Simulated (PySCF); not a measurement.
Job file and geometry (Å, from GFN2-xTB) of an NMR shielding run on `ClB(Cl)N[C@@H]1[C@@H]2CC[C@@H]21`, C₅H₈BCl₂N, GIAO PBE0/pcSseg-1 NMR shielding, non-relativistic, gas phase (PySCF); density fitting, a coarse starting grid and PySCF grid level 2 are the driver's defaults:

```
$ OMP_NUM_THREADS=1 python probes_run.py task.json out

{"job": {"kind": "nmr", "xc": "PBE0", "basis": "pcSseg-1"}, "charge": 0, "multiplicity": 1}
Cl     3.450016     1.615206    -0.371696
B      2.286890     0.686761     0.533695
Cl     2.198265     0.838820     2.258262
N      1.442409    -0.180562    -0.141498
C      0.425780    -1.011963     0.439191
C     -0.930381    -1.142032    -0.184011
C     -1.332818     0.171619    -0.843904
C     -1.164331     0.887028     0.511843
C     -0.768274    -0.439532     1.145920
H      1.511566    -0.267088    -1.146191
H      0.822425    -1.920879     0.883591
H     -1.362459    -2.101454    -0.418248
H     -0.683609     0.513598    -1.649280
H     -2.361046     0.167147    -1.196502
H     -0.402404     1.664139     0.552619
H     -2.097348     1.280948     0.905576
H     -1.041678    -0.749725     2.140282
```

Question: What does the program print?

Answer: 
```
coarse grid: 15792 points
cycle   1  E = -1194.6259055107  dE =  1.553e+00  |g| = 4.050e-01  |ddm| = 3.825e+00
cycle   2  E = -1194.6188983923  dE =  7.007e-03  |g| = 4.681e-01  |ddm| = 7.726e-01
cycle   3  E = -1194.6696408730  dE = -5.074e-02  |g| = 6.021e-02  |ddm| = 4.282e-01
cycle   4  E = -1194.6703848806  dE = -7.440e-04  |g| = 2.384e-02  |ddm| = 8.341e-02
cycle   5  E = -1194.6704868404  dE = -1.020e-04  |g| = 9.220e-03  |ddm| = 2.804e-02
cycle   6  E = -1194.6705046556  dE = -1.782e-05  |g| = 2.347e-03  |ddm| = 9.727e-03
cycle   7  E = -1194.6705058558  dE = -1.200e-06  |g| = 3.855e-04  |ddm| = 2.327e-03
final grid: 144712 points
cycle   8  E = -1194.7196031183  dE = -6.258e-05  |g| = 9.186e-03  |ddm| = 4.678e-02
cycle   9  E = -1194.7195907745  dE =  1.234e-05  |g| = 1.156e-02  |ddm| = 1.964e-02
cycle  10  E = -1194.7196223982  dE = -3.162e-05  |g| = 1.296e-03  |ddm| = 1.152e-02
cycle  11  E = -1194.7196226864  dE = -2.882e-07  |g| = 4.514e-04  |ddm| = 1.523e-03
cycle  12  E = -1194.7196227293  dE = -4.296e-08  |g| = 8.880e-05  |ddm| = 4.013e-04
cycle  13  E = -1194.7196227310  dE = -1.658e-09  |g| = 2.094e-05  |ddm| = 1.058e-04
cycle  14  E = -1194.7196227311  dE = -1.010e-10  |g| = 6.203e-06  |ddm| = 2.504e-05
converged SCF energy = -1194.7196227311

GIAO shielding tensors (ppm)
atom      isotropic    diamagn.    paramagn.     s11        s22        s33       span
  0 Cl     827.463    1146.438    -318.975    660.457    865.422    956.509    296.052
  1 B       66.265     193.113    -126.848     40.457     73.388     84.951     44.494
  2 Cl     829.987    1147.592    -317.605    649.116    900.739    940.105    290.989
  3 N      150.953     321.923    -170.970     67.234    178.507    207.119    139.886
  4 C      150.067     245.576     -95.509    119.267    126.638    204.296     85.029
  5 C      165.313     252.601     -87.288    140.242    151.307    204.390     64.148
  6 C      168.196     246.983     -78.787    157.702    165.873    181.012     23.310
  7 C      167.049     246.638     -79.589    156.160    165.655    179.331     23.171
  8 C      162.921     251.877     -88.956    134.580    150.821    203.362     68.782
  9 H       27.452      32.020      -4.568     19.636     29.236     33.483     13.847
 10 H       28.927      30.314      -1.386     21.722     27.565     37.494     15.772
 11 H       30.053      32.330      -2.277     23.547     26.675     39.938     16.391
 12 H       30.422      30.177       0.245     25.202     29.142     36.922     11.720
 13 H       29.607      29.421       0.186     25.583     26.450     36.787     11.204
 14 H       30.335      29.889       0.446     25.236     30.556     35.212      9.975
 15 H       29.570      29.463       0.107     25.320     26.995     36.394     11.074
 16 H       29.820      32.686      -2.866     23.699     26.848     38.913     15.214
```

Size and cost of the density-fitted run: 207 basis functions, 100 s wall time on 1 thread of an Intel Xeon, shared host; peak memory 0.93 GiB.
